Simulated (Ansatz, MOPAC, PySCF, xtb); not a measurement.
Dimer: N2 (SMILES N#N) (first 2 atoms) with AsH3 (SMILES [AsH3]); geometry from B3LYP-D3(BJ)/def2-TZVP, rigid monomers moved along the line of their centres of mass till N2···As3 is 4.92 Å.
(charge 0, multiplicity 1):
```xyz
6

N      0.242    -0.233    -1.008
N      0.460    -0.696    -0.045
As    -0.622     0.268     4.654
H      0.863    -0.069     4.725
H     -1.005    -1.201     4.510
H     -0.766     0.218     6.172
```

```csv
level,interaction energy (meV),"minus CCSD(T)/CBS(aug-cc-pVDZ, aug-cc-pVTZ)",cost
PM6,-3.2,4.5,-
GFN2-xTB,-15.4,-7.7,-
PBE-D4/def2-TZVPPD,-6.8,0.8,×1
r2SCAN/def2-TZVPPD,-3.2,4.4,×1
B3LYP/6-31G*,-1.1,6.6,-
B3LYP-D4/def2-TZVPPD,-1.6,6.1,×2
PBE0-D3(BJ)/def2-TZVPPD,-9.8,-2.1,×2
M06-2X/6-31G* (no counterpoise),-9.1,-1.5,-
wB97X-V/def2-TZVPPD,-7.1,0.5,×3
MP2/6-31G*,-6.5,1.1,-
MP2/aug-cc-pVDZ,-8.4,-0.8,-
CCSD/aug-cc-pVDZ,-6.4,1.3,-
CCSD(T)/aug-cc-pVDZ,-7.2,0.4,×2
"CCSD(T)/CBS(aug-cc-pVDZ, aug-cc-pVTZ)",-7.7,0.0,×30*
```

 The comparison column counts from a level with limits of its own.

The rows run from -15.4 (GFN2-xTB) to -1.1 meV (B3LYP/6-31G*).

Monomers are frozen at their geometry in the pair; levels with a basis set take the counterpoise correction. Rows marked so take none.

Frozen-core correlation. Filled d and f shells under p-block atoms count as core. CBS(a, b) extrapolates the correlation energy as X⁻³ and adds the Hartree–Fock energy of set b. Rows in 6-31G* carry no dispersion term and start afresh at each structure (6-31G* with six Cartesian d functions); the Pople sets are all-electron and without relativity. MP2/6-31G* freezes PySCF's default core, which leaves 3d correlated. The state reached by PM6 isn't checked.

The values were computed with Ansatz (Gaussian basis) for Hartree–Fock, density functionals and correlated methods; MOPAC for PM6 (differences of heats of formation); PySCF for 6-31G* rows, the dispersion terms; xtb for the GFN methods. Each number belongs to the level named beside it.

Costs are rough ratios of core time to PBE/def2-TZVPPD (about 6 s over the structures, on one shared machine); a dash marks a level with no comparable run of its own. A star marks coupled-cluster runs past 200 virtual orbitals, where the program's memory plan changes under this machine's limit, so their costs aren't comparable with smaller runs.

Ansatz is a quantum-chemistry and plane-wave program.
